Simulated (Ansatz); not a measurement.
Born–Oppenheimer molecular dynamics of CH₃BBrGeN (8 atoms, charge 0, multiplicity 1). It starts at the highest image of a converged band, a first-order saddle point between two minima.

Computed with RKS PBE-D4/def2-SVP in Ansatz 0.2.0.

```yaml
ensemble: NVE (velocity Verlet)
time_step: 0.5 fs
steps_asked: 200
starting_velocities_drawn_for: 300 K
seed: 5393
```

First frame:

```xyz
8
Properties=species:S:1:pos:R:3
Br -2.475 -0.457 1.057
B -0.875 0.315 0.358
N -0.253 1.556 0.535
C 0.794 0.699 0.451
Ge 0.723 -0.626 -0.960
H 1.653 0.740 1.158
H -0.314 -0.145 -2.001
H 0.838 -2.139 -0.654
```

(1) How far do the bonds stretch over the last three quarters of this one trajectory? (Pairs bonded in most of those frames.)

Answers

(1) 
| bond | mean (Å) | spread (Å) | shortest | longest |
| --- | --- | --- | --- | --- |
| Br1–B2 | 1.937 | 0.067 | 1.85 | 2.07 |
| B2–N3 | 1.441 | 0.044 | 1.36 | 1.51 |
| B2–C4 | 1.705 | 0.071 | 1.58 | 1.82 |
| B2–Ge5 | 2.330 | 0.069 | 2.20 | 2.40 |
| N3–C4 | 1.329 | 0.036 | 1.28 | 1.39 |
| C4–Ge5 | 2.091 | 0.112 | 1.92 | 2.24 |
| C4–H6 | 1.117 | 0.031 | 1.07 | 1.16 |
| Ge5–H7 | 1.714 | 0.131 | 1.53 | 1.98 |
| Ge5–H8 | 1.587 | 0.019 | 1.55 | 1.61 |

Mean temperature of the second half: 535 K. The conserved energy stayed within 0.14 meV per atom of its start (net change 0.088 meV per atom), so the integration is sound. The system heated up, since it started high on the potential surface and ran downhill. A run of 0.1 ps of so small a system gives no equilibrium averages. The orbitals stay closed-shell, which can raise the energy where a bond breaks towards radicals; this wasn't checked here.

The run took 8.4 min on 2 threads of Arm Neoverse V1 (shared host), peak memory 0.17 GiB.
